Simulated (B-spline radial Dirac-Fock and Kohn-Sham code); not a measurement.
Kohn-Sham estimates against Dirac-Fock for the levels of Pb²³⁺

System: the Pb²³⁺ ion in the configuration 1s2 2s2 2p6 3s2 3p6 3d10 4s2 4p6 4d10 4f13.

The density-functional columns are spherical, spin-unpolarised Dirac-Kohn-Sham results without Breit or QED terms: −ε is minus the orbital energy of the initial state and ΔSCF the difference of two total energies. The reference in the last column comes from relaxed Dirac-Fock hole states (ΔSCF) with Breit and QED corrections and a finite nucleus. All numbers are from a radial atomic solver, in eV; a selection of levels is shown. The Kohn-Sham columns are given as differences from the reference. For the 1s level of heavy atoms much of the gap between ΔSCF and the reference is the Breit and QED part, -493.7 eV here; for other levels the error of the functional can be larger.

| level | LDA −ε − DF | LDA ΔSCF − DF | Dirac-Fock |
| --- | --- | --- | --- |
| K | -172.5 | +484.3 | 88639.6 |
| L1 | -185.6 | -52.1 | 16495.7 |
| L2 | -128.6 | +40.9 | 15829.8 |
| L3 | -151.2 | -9.1 | 13663.8 |
| M1 | -108.1 | -60.2 | 4471.2 |
| M2 | -88.1 | -37.1 | 4174.0 |
| M3 | -88.0 | -41.5 | 3684.5 |
| M4 | -65.7 | -11.9 | 3202.7 |
| M5 | -67.6 | -15.4 | 3100.2 |
| N1 | -60.6 | -34.2 | 1489.1 |
| N2 | -52.1 | -25.7 | 1359.8 |
| N3 | -51.6 | -26.6 | 1236.0 |
| N4 | -38.8 | -13.8 | 1024.8 |
| N5 | -38.8 | -14.3 | 1001.3 |
| N6,7 | -23.1 | +1.5 | 724.2 |

Values without a named source are computed, but for edge energies of neutral atoms, which are taken from tables.
